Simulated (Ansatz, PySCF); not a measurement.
This Ansatz (an electronic-structure program) input computes a PBE0/def2-TZVPD energy:

Ansatz 0.2 input:
```yaml
crystal:
  periodic: [false, false, false]
  atoms:
    - {symbol: Al, position_ang: [0.15646945, 1.00339039, 1.21586337]}
    - {symbol: I, position_ang: [-0.16324767, 1.53410160, -1.49814572]}
    - {symbol: I, position_ang: [0.12486837, -1.78021623, 1.19991508]}
basis:
  gaussian:
    orbitals: def2-TZVPD
hamiltonian:
  xc: {name: PBE0}
total_charge: -1
output: {forces: true}
```

### Question
Write an input for the same energy in PySCF and say what it gives.

### Answer

```python
from pyscf import gto, scf, dft

mol = gto.M(
    atom='''
    Al    0.15646945    1.00339039    1.21586337
    I    -0.16324767    1.53410160   -1.49814572
    I     0.12486837   -1.78021623    1.19991508
    ''',
    basis='def2-tzvpd',
    ecp='def2-tzvp',
    charge=-1,
    spin=0,
    verbose=4,
)

mf = dft.RKS(mol, xc='pbe0').density_fit(auxbasis='def2-universal-jkfit')
mf.grids.level = 3
mf.conv_tol = 1e-9
mf.max_cycle = 100
mf.max_memory = 1500
mf.kernel()
if not mf.converged:
    mf = mf.newton()
    mf.kernel(mf.make_rdm1())
mf.analyze()
```
It gives -837.94933 Eh, and Ansatz -837.94931 Eh, a difference of 0.02 mEh, from the treatment of integrals and grids.
